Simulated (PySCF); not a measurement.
H$_{3}$AlFNO (SMILES [NH2][Al]([OH])[F]), singlet, at a GFN2-xTB geometry (such geometries of metal compounds can be far from the true shape); PySCF with BLYP/6-31G, TDDFT.

Here is a job for PySCF.
```python
from pyscf import gto, scf, dft, tdscf

mol = gto.Mole()
mol.atom = '''
    Al    0.02872516   -0.01725957    0.01872178
    F     1.60534780   -0.14255131   -0.46416288
    O    -0.44353929   -0.67572208    1.44224094
    H    -0.45470422   -1.12520853    2.27321481
    N    -1.11967264    0.83223004   -1.02278124
    H    -2.09557534    0.95743659   -0.81144556
    H    -0.88525500    1.25527441   -1.90614538
'''
mol.basis = '6-31g'
mol.verbose = 4
mol.build()

mf = dft.RKS(mol)
mf.xc = 'blyp'
mf.kernel()
td = mf.TDDFT()
td.nstates = 5
td.kernel()
td.analyze()
```

Output, abridged:

```
PySCF version 2.14.0

[INPUT] verbose = 4
[INPUT] num. atoms = 7
[INPUT] num. electrons = 40
[INPUT] charge = 0
[INPUT] spin (= nelec alpha-beta = 2S) = 0
[INPUT] symmetry False subgroup None
[INPUT] Mole.unit = angstrom
[INPUT] Symbol           X                Y                Z      unit          X                Y                Z       unit  Magmom
[INPUT]  1 Al     0.028725160000  -0.017259570000   0.018721780000 AA    0.054282685284  -0.032615860328   0.035379036764 Bohr   0.0
[INPUT]  2 F      1.605347800000  -0.142551310000  -0.464162880000 AA    3.033667676673  -0.269382934598  -0.877140720389 Bohr   0.0
[INPUT]  3 O     -0.443539290000  -0.675722080000   1.442240940000 AA   -0.838167783584  -1.276929667521   2.725440382235 Bohr   0.0
[INPUT]  4 H     -0.454704220000  -1.125208530000   2.273214810000 AA   -0.859266443484  -2.126335954724   4.295753413205 Bohr   0.0
[INPUT]  5 N     -1.119672640000   0.832230040000  -1.022781240000 AA   -2.115874638769   1.572686848236  -1.932776428943 Bohr   0.0
[INPUT]  6 H     -2.095575340000   0.957436590000  -0.811445560000 AA   -3.960063465992   1.809292936737  -1.533409873394 Bohr   0.0
[INPUT]  7 H     -0.885255000000   1.255274410000  -1.906145380000 AA   -1.672889500402   2.372124846075  -3.602092721805 Bohr   0.0

nuclear repulsion = 160.982933987945
number of shells = 28
number of NR pGTOs = 124
number of NR cGTOs = 46
basis = 6-31g
ecp = {}

******** <class 'pyscf.dft.rks.RKS'> ********
method = RKS
initial guess = minao
damping factor = 0
level_shift factor = 0
DIIS = <class 'pyscf.scf.diis.CDIIS'>
diis_start_cycle = 1
diis_space = 8
diis_damp = 0
SCF conv_tol = 1e-09
SCF conv_tol_grad = None
SCF max_cycles = 50
direct_scf = True
direct_scf_tol = 1e-13
XC library pyscf.dft.libxc version 7.1.2
    S. Lehtola, C. Steigemann, M. J. T. Oliveira, and M. A. L. Marques,  SoftwareX 7, 1–5 (2018)
XC functionals = blyp
    A. D. Becke,  Phys. Rev. A 38, 3098 (1988)
    C. Lee, W. Yang, and R. G. Parr,  Phys. Rev. B 37, 785 (1988)
    B. Miehlich, A. Savin, H. Stoll, and H. Preuss,  Chem. Phys. Lett. 157, 200 (1989)
radial grids:
    Treutler-Ahlrichs [JCP 102, 346 (1995); DOI:10.1063/1.469408] (M4) radial grids

becke partition: Becke, JCP 88, 2547 (1988); DOI:10.1063/1.454033
pruning grids: <function nwchem_prune>
grids dens level: 3
symmetrized grids: False
atomic radii adjust function: <function treutler_atomic_radii_adjust>
small_rho_cutoff = 0
Set gradient conv threshold to 3.16228e-05
Initial guess from minao.
tot grids = 90856
init E= -474.296143962764
  HOMO = -0.312111325279295  LUMO = -0.0802578102266953  gap/eV = 6.30906
cycle= 1 E= -473.76051172914  delta_E= 0.536  |g|= 1.28  |ddm|= 2.42
  HOMO = -0.0379876196189481  LUMO = 0.0191739492652221  gap/eV = 1.55545
cycle= 2 E= -472.625161180225  delta_E= 1.14  |g|= 2.65  |ddm|= 2.79
  HOMO = -0.182239860342529  LUMO = -0.0366930410978252  gap/eV = 3.96053
cycle= 3 E= -474.055465915597  delta_E= -1.43  |g|= 0.275  |ddm|= 2.07
  HOMO = -0.222365920182166  LUMO = -0.0362810590454277  gap/eV = 5.06363
cycle= 4 E= -474.065124876782  delta_E= -0.00966  |g|=  0.2  |ddm|= 0.352
  HOMO = -0.204719983715624  LUMO = -0.0340522001249628  gap/eV = 4.64411
cycle= 5 E= -474.07332546684  delta_E= -0.0082  |g|= 0.0169  |ddm|= 0.128
  HOMO = -0.204463250824605  LUMO = -0.0337053854456799  gap/eV = 4.64656
cycle= 6 E= -474.073379707002  delta_E= -5.42e-05  |g|= 0.0114  |ddm|= 0.0216
  HOMO = -0.203378288719987  LUMO = -0.033625975345549  gap/eV = 4.61920
cycle= 7 E= -474.073404500731  delta_E= -2.48e-05  |g|= 0.00151  |ddm|= 0.00904
  HOMO = -0.203517587363385  LUMO = -0.0337417761005034  gap/eV = 4.61984
cycle= 8 E= -474.073404963236  delta_E= -4.63e-07  |g|= 0.000214  |ddm|= 0.00136
  HOMO = -0.203541528064714  LUMO = -0.033735050504859  gap/eV = 4.62067
cycle= 9 E= -474.073404976007  delta_E= -1.28e-08  |g|= 2.36e-05  |ddm|= 0.00028
  HOMO = -0.203540916475902  LUMO = -0.0337368843187911  gap/eV = 4.62060
cycle= 10 E= -474.073404976156  delta_E= -1.49e-10  |g|= 4.66e-06  |ddm|= 3.39e-05
  HOMO = -0.203541210550444  LUMO = -0.0337365404719805  gap/eV = 4.62062
Extra cycle  E= -474.073404976147  delta_E= 8.53e-12  |g|= 9.37e-06  |ddm|= 1.24e-05
converged SCF energy = -474.073404976147

******** <class 'pyscf.tdscf.rks.CasidaTDDFT'> for <class 'pyscf.dft.rks.RKS'> ********
nstates = 5 singlet
deg_eia_thresh = 1.000e-03
wfnsym = None
conv_tol = 1e-05
eigh lindep = 1e-12
eigh level_shift = 0
eigh max_cycle = 100

Excitation energies (eV)
[4.81745239 6.22085404 6.40697309 6.77948677 6.86381816]

** Singlet excitation energies and oscillator strengths **
Excited State   1:      4.81745 eV    257.36 nm  f=0.0245
      20 -> 21       -0.70503
Excited State   2:      6.22085 eV    199.30 nm  f=0.0273
      19 -> 21        0.69812
Excited State   3:      6.40697 eV    193.51 nm  f=0.0283
      18 -> 21       -0.69575
      20 -> 23       -0.10717
Excited State   4:      6.77949 eV    182.88 nm  f=0.0806
      17 -> 21       -0.19496
      20 -> 22        0.66158
Excited State   5:      6.86382 eV    180.63 nm  f=0.0197
      18 -> 21       -0.10053
      20 -> 23        0.68870
      20 -> 24       -0.10347

** Transition electric dipole moments (AU) **
state          X           Y           Z        Dip. S.      Osc.
  1        -0.0964     -0.3915     -0.2131      0.2080      0.0245
  2         0.4045     -0.0352     -0.1182      0.1788      0.0273
  3        -0.0898     -0.3647     -0.1985      0.1805      0.0283
  4         0.4586     -0.3333      0.4050      0.4854      0.0806
  5        -0.0723     -0.2938     -0.1599      0.1171      0.0197

** Transition velocity dipole moments (imaginary part, AU) **
state          X           Y           Z        Dip. S.      Osc.
  1        -0.0143     -0.0579     -0.0315      0.0046      0.0171
  2         0.1276     -0.0142     -0.0316      0.0175      0.0510
  3        -0.0180     -0.0732     -0.0398      0.0073      0.0206
  4         0.0551     -0.0356      0.0406      0.0059      0.0159
  5        -0.0351     -0.1424     -0.0775      0.0275      0.0728

** Transition magnetic dipole moments (imaginary part, AU) **
state          X           Y           Z
  1         0.4685      0.0583     -0.3191
  2        -0.1259     -0.5114     -0.2783
  3        -0.4575      0.1976     -0.1562
  4        -0.0246     -0.0998     -0.0543
  5        -0.0388      0.2393     -0.4221
```
